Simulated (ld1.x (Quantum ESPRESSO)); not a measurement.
## Ranking RRKJ potentials for nitrogen (N)

All share these settings but for the change named:

N (Z = 7), norm-conserving RRKJ (Kleinman–Bylander form), made with ld1.x (Quantum ESPRESSO) 7.5 (PBE, scalar-relativistic). Core [He], reference 2s2 2p3. Waves: 2p (bound): rc 1.65 bohr; 3d channel at 0.05 Ry: rc 1.65 bohr; 2s (bound): rc 0.75 bohr. Local part: the s channel. Core correction: none. rho0 = 0.01.

Test errors are all-electron minus pseudo excitation energies from the reference, over 2s2 2p2; 2s2 2p1; 2s2 2p0; 2s2 2p3.3; 2s1 2p4; 2s2 2p2.5; 2s1 2p0. None of these files shows a bound ghost.

The base gives 1816.5 meV.

Of 9 variants that were run, those that failed, showed a ghost or another fault, or gave nearly equal values are left out.

A variant can come out equal or close to the base, since the largest error may sit in a test that the change hardly touches while other tests move.

Q: Rank these variants by their largest absolute test error, smallest first.
A. wave 3d channel at 0.05 Ry: rc 1.65 bohr becomes 3d channel at -0.11 Ry: rc 1.65 bohr
B. wave 2p (bound): rc 1.65 bohr becomes 2p (bound): rc 2.40 bohr
C. all radii scaled by about 0.88 (s 0.66, p 1.46, d 1.46 bohr)

A: C (1291.9 meV), A (1816.5 meV), B (6480.2 meV).
